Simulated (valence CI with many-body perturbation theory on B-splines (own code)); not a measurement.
# Nb35+: calculated level list

Computed by valence CI with perturbative core correlation (CI+MBPT): four valence electrons over a frozen Dirac-Fock core [He], a basis of 11 s, 11 p, 10 d, 8 f, 5 g, 2 h functions for each j, with the one-electron correlation potential Σ1 (screened to all orders), the two-electron term Σ2, the three-electron term Σ3, Breit, model QED; selected single and double excitations, second order for the rest, scaled by the run's own slope (own B-spline code, finite nucleus).

The last digits are not significant, and no measured levels were compared; by estimate large intervals hold to a few tenths of a per cent, small ones and those within an open d or f shell to about a per cent. Among the levels kept, up to 990 cm⁻¹ of a level comes from second order outside the variational space, and about a tenth of that is noise between levels of different J, which matters for small intervals.

Levels 136 to 180 of 200, with energies above the lowest level, (2s^2 2p1/2^2) J=0. "Leading %" is the weight of the configuration and term that name the level; weights of strongly mixed levels are sums over their largest components and can fall short. In the jj column 3d3/2^4 stands for four electrons in 3d with j = 3/2. Lifetimes count E1, E2, E3, M1 and M2 decay at the calculated energies, and are blank where another channel may lead or the interval is too uncertain; long ones can be off by a factor of two.

```tsv
No.	Configuration	Term	J	E (eV)	Leading %	Lifetime	g	Leading jj
136	2s2p²3p	³D°	2	3123.9	38	67.1 fs	1.108	2s 2p3/2^2 3p1/2 (91 %)
137	2s2p²3d	³F	4	3135.6	56	21.8 fs	1.307	2s 2p3/2^2 3d5/2 (82 %)
138	2s2p²3d	³D	3	3136.9	36	7.40 fs	1.314	2s 2p3/2^2 3d3/2 (73 %)
139	2s2p²3d	³G	5	3137.2	61	44.9 ps	1.270	2s 2p3/2^2 3d5/2 (92 %)
140	2s2p²3d	³D	2	3138.0	33	7.26 fs	1.342	2s 2p3/2^2 3d3/2 (90 %)
141	2s2p²3d	³P	1	3140.7	36	7.87 fs	1.598	2s 2p3/2^2 3d3/2 (85 %)
142	2s2p²3p	³D°	3	3142.1	71	43.4 fs	1.274	2s 2p3/2^2 3p3/2 (90 %)
143	2s2p²3p	³P°	0	3142.2	62	699 fs		2s 2p3/2^2 3p3/2 (91 %)
144	2s2p²3d	³F	4	3145.0	43	10.6 fs	1.129	2s 2p3/2^2 3d3/2 (84 %)
145	2s2p²3p	³P°	2	3145.8	81	166 fs	1.452	2s 2p3/2^2 3p3/2 (94 %)
146	2s2p²3p	¹P°	1	3147.5	49	25.2 fs	1.199	2s 2p3/2^2 3p3/2 (92 %)
147	2p³3p	⁵P	3	3150.7	40	35.9 fs	1.401	2p1/2^2 2p3/2 3p3/2 (93 %)
148	2p³3p	³P	1	3151.2	36	23.5 fs	1.466	2p1/2^2 2p3/2 3p3/2 (87 %)
149	2s2p²3d	³P	0	3151.4	58	16.9 fs		2s 2p3/2^2 3d5/2 (82 %)
150	2s2p²3p	³P°	2	3153.1	45	585 fs	1.279	2s 2p3/2^2 3p3/2 (92 %)
151	2s2p²3d	³D	3	3156.4	40	8.70 fs	1.154	2s 2p3/2^2 3d5/2 (76 %)
152	2s2p²3d	³S	1	3157.5	27	9.25 fs	1.475	2s 2p3/2^2 3d5/2 (78 %)
153	2s2p²3d	³P	2	3160.5	35	7.06 fs	1.259	2s 2p3/2^2 3d5/2 (85 %)
154	2p³3p	³P	2	3163.7	32	22.6 fs	1.328	2p1/2^2 2p3/2 3p3/2 (82 %)
155	2s2p²3p	¹P°	1	3164.0	38	69.0 fs	1.181	2s 2p3/2^2 3p3/2 (76 %)
156	2p³3s	⁵S°	2	3170.4	44	97.8 fs	1.525	2p1/2 2p3/2^2 3s (93 %)
157	2p³3p	³P	0	3176.1	80	26.9 fs		2p1/2^2 2p3/2 3p3/2 (89 %)
158	2p³3s	³S°	1	3180.3	40	46.8 fs	1.298	2p1/2 2p3/2^2 3s (78 %)
159	2p³3s	³D°	3	3186.5	88	45.2 fs	1.321	2p1/2 2p3/2^2 3s (88 %)
160	2s2p²3d	³D	1	3187.4	47	8.74 fs	0.768	2s 2p3/2^2 3d3/2 (80 %)
161	2p³3d	³D°	2	3188.6	30	309 fs	1.061	2p1/2^2 2p3/2 3d3/2 (88 %)
162	2p³3s	¹D°	2	3191.3	62	39.6 fs	1.059	2p1/2 2p3/2^2 3s (91 %)
163	2p³3d	⁵D°	3	3191.5	28	735 fs	1.206	2p1/2^2 2p3/2 3d3/2 (80 %)
164	2s2p²3d	³F	3	3191.6	43	9.95 fs	1.134	2s 2p3/2^2 3d3/2 (54 %)
165	2s2p²3d	³D	2	3192.4	42	6.99 fs	0.985	2s 2p3/2^2 3d3/2 (91 %)
166	2s2p²3d	³F	4	3193.1	74	241 fs	1.198	2s 2p3/2^2 3d5/2 (94 %)
167	2p³3d	⁵D°	1	3193.8	41	40.9 fs	1.228	2p1/2^2 2p3/2 3d3/2 (92 %)
168	2p³3d	³P°	0	3194.0	47	757 fs		2p1/2^2 2p3/2 3d3/2 (93 %)
169	2s2p²3d	³D	2	3194.7	49	8.26 fs	1.207	2s 2p3/2^2 3d3/2 (63 %)
170	2s2p²3d	³D	1	3196.0	79	7.87 fs	0.652	2s 2p3/2^2 3d3/2 (89 %)
171	2s2p²3d	³D	3	3196.4	79	63.8 fs	1.280	2s 2p3/2^2 3d5/2 (80 %)
172	2p³3d	⁵D°	4	3198.0	41	3.34 ps	1.302	2p1/2^2 2p3/2 3d5/2 (94 %)
173	2s2p²3d	³P	0	3200.1	80	6.09 fs		2s 2p3/2^2 3d3/2 (91 %)
174	2s2p²3d	¹F	3	3201.4	52	4.84 fs	1.120	2s 2p3/2^2 3d5/2 (68 %)
175	2s2p²3d	¹D	2	3203.0	55	56.7 fs	1.071	2s 2p3/2^2 3d5/2 (84 %)
176	2p³3d	³D°	2	3204.6	34	16.4 fs	1.281	2p1/2^2 2p3/2 3d5/2 (90 %)
177	2s2p²3d	³P	1	3205.4	48	6.11 fs	1.296	2s 2p3/2^2 3d5/2 (77 %)
178	2p³3p	⁵P	1	3207.0	36	35.3 fs	1.550	2p1/2 2p3/2^2 3p1/2 (91 %)
179	2p³3p	³F	2	3212.5	31	30.8 fs	1.180	2p1/2 2p3/2^2 3p1/2 (88 %)
180	2p³3s	³P°	0	3213.8	98	95.9 fs		2p1/2 2p3/2^2 3s (98 %)
```
